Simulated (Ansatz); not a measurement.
The cluster Ta4Si3. Total charge 0; singlet. Geometry PBE-D4/def2-SVP.

Cartesian coordinates in Å:
```
Ta -1.415 0.187 -1.101
Ta -0.850 -2.310 -0.790
Ta 0.968 -0.776 -1.724
Ta -1.047 1.445 1.128
Si 0.877 1.448 -0.444
Si 1.087 0.860 2.184
Si 0.379 -0.854 0.746
```

In the def2 sets Ta takes a core potential; there is no spin–orbit coupling. LC-ωPBE has ω = 0.4 bohr⁻¹. HSE06 is defined as in plane-wave codes, on full-range PBE exchange. The restricted singlet is unstable towards broken spin symmetry in Hartree–Fock (as tested in another run); at PBE-D4/def2-TZVP, r2SCAN-D4/def2-TZVP, PBE0-D4/def2-TZVP, HSE06-D4/def2-TZVP and others this wasn't settled. No other spin state of charge 0 was run. Another isomer (triplet) lies 2.26 eV lower at PBE0-D4/def2-TZVP; other spin states weren't run for this one.

(1) Estimate the orbital energies around the gap (eV) in Ansatz with PBE-D4/def2-TZVP, r2SCAN-D4/def2-TZVP, PBE0-D4/def2-TZVP, HSE06-D4/def2-TZVP, LC-ωPBE/def2-TZVP.

## Answers

(1) 
| orbital | PBE-D4/def2-TZVP | r2SCAN-D4/def2-TZVP | PBE0-D4/def2-TZVP | HSE06-D4/def2-TZVP | LC-ωPBE/def2-TZVP |
| --- | --- | --- | --- | --- | --- |
| HOMO−5 | -4.88 | -4.95 | -5.59 | -5.23 | -7.61 |
| HOMO−4 | -4.68 | -4.73 | -5.34 | -4.98 | -7.27 |
| HOMO−3 | -4.58 | -4.60 | -5.19 | -4.84 | -7.02 |
| HOMO−2 | -4.30 | -4.37 | -4.97 | -4.62 | -6.78 |
| HOMO−1 | -4.07 | -4.09 | -4.68 | -4.32 | -6.58 |
| HOMO | -3.49 | -3.49 | -3.96 | -3.63 | -5.60 |
| LUMO | -3.28 | -3.17 | -2.64 | -2.99 | -0.83 |
| LUMO+1 | -3.02 | -2.84 | -2.31 | -2.66 | -0.50 |
| LUMO+2 | -2.92 | -2.82 | -2.22 | -2.59 | -0.19 |
| LUMO+3 | -2.70 | -2.55 | -2.00 | -2.36 | -0.04 |
| LUMO+4 | -2.51 | -2.38 | -1.83 | -2.18 | 0.01 |
| LUMO+5 | -2.39 | -2.18 | -1.68 | -2.03 | 0.19 |
